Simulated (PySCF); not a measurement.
Structure with atom numbers: `[CH:1]#[C:2][Si@@H:3]1[CH:4]=[CH:5][CH:6]=[C:7]1[F:8]` (H(Xn): hydrogen on atom n).

One computed conformer, no relativistic terms, gas phase. σ from GIAO-PBE0/pcSseg-1; geometry from GFN2-xTB; PySCF.

Q: List the cross peaks expected in HSQC, COSY and HMBC spectra.

A: 

HSQC (one-bond C–H):
```tsv
δH	δC
7.06 (H(C5))	155.3 (C5)
6.40 (H(C6))	130.6 (C6)
5.53 (H(C4))	122.1 (C4)
1.97 (H(C1))	105.5 (C1)
```

COSY cross peaks (H two or three bonds apart, from the bond graph; peaks can be absent where the dihedral angle is near 90°):
```tsv
δH	δH
7.06 (H(C5))	6.40 (H(C6))
7.06 (H(C5))	5.53 (H(C4))
5.53 (H(C4))	4.87 (H(Si3))
```

HMBC (two and three bonds, from the bond graph):
```tsv
δH	δC
7.06 (H(C5))	187.8 (C7), 130.6 (C6), 122.1 (C4)
6.40 (H(C6))	187.8 (C7), 155.3 (C5), 122.1 (C4)
5.53 (H(C4))	187.8 (C7), 155.3 (C5), 130.6 (C6), 82.1 (C2)
4.87 (H(Si3))	187.8 (C7), 155.3 (C5), 130.6 (C6), 122.1 (C4), 105.5 (C1), 82.1 (C2)
1.97 (H(C1))	82.1 (C2)
```

δ = σ(ref) − σ, references computed at the same level: 1H, 13C vs TMS.

Shifts are as computed. Against solution values, carbons near 30 ppm lie about +3 ppm off and those near 130 ppm about +5 ppm. Of 1211 compounds with measured shifts, 218 miss one by over three times the rms of a fit or turn the order of signals round; such compounds aren't used in these exercises.
